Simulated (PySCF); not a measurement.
Yb⁵⁷⁺: ionisation energy

Yb⁵⁷⁺ [Ne] 3s2 3p1 (2P) → Yb⁵⁸⁺ [Ne] 3s2 (1S), as a difference of total energies. All numbers are calculated (PySCF 2.14, the spin-free X2C one-electron Hamiltonian (Gaussian nucleus), in an even-tempered Gaussian basis (17 s from 14 bohr⁻², ratio 2.5; 12 p from 18 bohr⁻², ratio 2.5; 4 d from 72 bohr⁻², ratio 2.7; 4 f from 110 bohr⁻², ratio 2.7)). Correlated levels: outer shells: 1s2 frozen; virtual orbitals above 40 to 60 times the deepest correlated orbital energy dropped. The calculations carry no spin-orbit coupling.

| method | ionisation energy (eV) |
| --- | --- |
| UHF | 5670.1 |
| LDA | 5671.7 |
| PBE | 5673.4 |
| PBE0 | 5672.9 |
| r2SCAN | 5672.7 |
| PBEsol | 5672.2 |
| BHandHLYP | 5673.1 |
| MP2 (outer shells) | 5670.7 |
| SCS-MP2 (outer shells) | 5670.6 |

A first-order spin-orbit estimate (lowest level to lowest level, LS coupling) adds 173.6 eV.

Breit and QED terms and the two-electron picture change are absent.

First order in ζ underestimates the shift of j = l − 1/2 levels at high Z.

For comparison: 5860 ± 6 eV (theoretical estimate listed by NIST; NIST Atomic Spectra Database, ionization energies).
